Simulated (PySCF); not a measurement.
Electronic structure of Sb²⁺ (antimony, charge +2) at the r2SCAN level

Configuration: [Kr] 4d10 5s2 5p1, 2P determinant. Calculation: PySCF 2.14, in def2-TZVP with the def2 core potential (28 electrons) (6s5p3d2f, 50 functions); a scalar-relativistic core potential.

```json
{"Total energy": "-239.3619 hartree", "One-electron energy": "-404.5400 hartree", "Hartree (Coulomb) energy": "184.0965 hartree", "Exchange-correlation energy": "-18.9184 hartree", "⟨S²⟩": "0.7537", "⟨L²⟩": "2.012", "Sum of ⟨r⟩": "23.83 bohr", "Sum of ⟨r²⟩": "35.56 bohr²", "Traceless quadrupole moment −½Σ⟨3z² − r²⟩ along its main axis": "-2.74 e·bohr²", "Time after the integrals": "1.2 s of wall time on 1 thread of Neoverse-N1 (shared host)"}
```

```csv
shell,electrons,mean orbital energy (hartree),spread (hartree),"rms radius, mean of both spins (bohr)"
4s α,1,-6.34737,0,0.847
4s β,1,-6.34516,0,0.847
4p α,3,-4.57180,0.01813,0.916
4p β,3,-4.56982,0.02278,0.916
4d α,5,-1.92965,0.01810,1.11
4d β,5,-1.92492,0.02580,1.11
5s α,1,-1.10850,0,2.21
5s β,1,-1.07211,0,2.21
5p α,1,-0.76712,0,2.64
```

Energies and moments cover only the electrons outside the core potential.
